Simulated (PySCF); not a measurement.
# Electronic structure of Cu⁺ (copper, charge +1) at the BP86 level

Configuration: [Ar] 3d9 4p1, one real determinant (an excited configuration). Calculation: PySCF 2.14, in aug-cc-pVDZ-DK; the spin-free X2C one-electron Hamiltonian (Gaussian nucleus).

```
Total energy                                                  : -1654.446 hartree
One-electron energy                                           : -2288.453 hartree
Hartree (Coulomb) energy                                      : 701.888 hartree
Exchange-correlation energy                                   : -67.882 hartree
⟨S²⟩                                                          : 2.0003
⟨L²⟩                                                          : 8.009
Sum of ⟨r⟩                                                    : 19.15 bohr
Sum of ⟨r²⟩                                                   : 26.71 bohr²
Traceless quadrupole moment −½Σ⟨3z² − r²⟩ along its main axis : -3.99 e·bohr²
Langevin diamagnetic susceptibility                           : -21.2 ×10⁻⁶ cm³/mol
```

| shell | electrons | mean orbital energy (hartree) | spread (hartree) | rms radius, mean of both spins (bohr) |
| --- | --- | --- | --- | --- |
| 1s α | 1 | -325.69283 | 0 | 0.0601 |
| 1s β | 1 | -325.69168 | 0 | 0.0601 |
| 2s α | 1 | -39.66439 | 0 | 0.255 |
| 2s β | 1 | -39.64205 | 0 | 0.255 |
| 2p α | 3 | -34.32158 | 0.03951 | 0.228 |
| 2p β | 3 | -34.30414 | 0.01994 | 0.228 |
| 3s α | 1 | -4.82839 | 0 | 0.763 |
| 3s β | 1 | -4.78229 | 0 | 0.763 |
| 3p α | 3 | -3.26091 | 0.07003 | 0.810 |
| 3p β | 3 | -3.21578 | 0.01801 | 0.810 |
| 3d α | 5 | -0.76814 | 0.07859 | 1.08 |
| 3d β | 4 | -0.72915 | 0.02812 | 1.08 |
| 4p α | 1 | -0.34783 | 0 | 3.28 |

⟨L²⟩ = 8.01 against 12 for a pure F term, so this real determinant mixes terms.

Densities and radii are taken from the X2C orbitals without a picture-change correction, which distorts them close to the nucleus.
